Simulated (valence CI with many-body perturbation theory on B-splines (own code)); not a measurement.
**Cs33+ in three bases**

Computed by valence CI with perturbative core correlation (CI+MBPT): four valence electrons over a frozen Dirac-Fock core [Ar], radial functions for each j: 7 s, 7 p, 8 d, 6 f, 4 g, 1 h, with the one-electron correlation potential Σ1, the two-electron term Σ2, the three-electron term Σ3, Breit, model QED; selected CI, second order for the rest, scaled by the run's own slope (own B-spline code, finite nucleus).

No measured spectrum was set against this ion. As an estimate, large intervals hold to a few tenths of a per cent, small ones and those within an open d or f shell to about a per cent. Only levels of the ground parity were solved; by the run's estimate the other parity begins above the list, which can be wrong where configurations are misplaced.

The reference run has the lowest level (3d3/2^4) J=0 and an ionisation energy of 2138.10 eV. Its largest variational space holds 17890 state functions.

Levels are named by their leading jj configuration (3d3/2^4 stands for four electrons in 3d with j = 3/2), which in mixed levels can hold well under half, so a name can repeat and another be missing. Letters in brackets count levels of one name in rising energy.

Changed runs:
A. basis 6 s, 6 p, 5 d, 5 f, 1 g
B. basis 5 s, 5 p, 4 d, 4 f

Excitation energies of the reference run in cm⁻¹, and shifts in cm⁻¹:

```
                    Level  Reference      A      B
      (3d3/2^3 3d5/2) J=1      91230   -219   -392
      (3d3/2^3 3d5/2) J=2     142629   -227   -319
      (3d3/2^3 3d5/2) J=4     158959    +18   +241
      (3d3/2^3 3d5/2) J=3     167360   -147   -103
(3d3/2^2 3d5/2^2) J=0 [a]     236630   -109   -185
(3d3/2^2 3d5/2^2) J=4 [a]     249140   -148    -57
(3d3/2^2 3d5/2^2) J=2 [a]     266114    +76   +560
(3d3/2^2 3d5/2^2) J=3 [a]     267636    -54   +264
    (3d3/2^2 3d5/2^2) J=5     288077   -3.3   +424
    (3d3/2^2 3d5/2^2) J=1     298483    +24   +400
    (3d3/2^2 3d5/2^2) J=6     304127    +65   +620
(3d3/2^2 3d5/2^2) J=4 [b]     327057   +109   +628
   Ionisation energy (eV)    2138.10  -0.09  -0.14
```
